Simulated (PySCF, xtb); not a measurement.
CH6GeO4, SMILES C[O][Ge]([OH])([OH])[OH].

GFN2-xTB run with xtb 6.7.1 at its own geometry gives an orbital gap of 7.03 eV and a dipole moment of 0.44 D.

Geometry: B3LYP-D3(BJ)/def2-SVP. One conformer was computed; it need not be the lowest.

Task: What does PBE/def2-TZVP (PySCF) give? (An estimate is asked for; the answer gives what the named calculation found.)

Result: gap 5.37 eV (levels -6.63 and -1.25 eV), dipole 0.49 D.
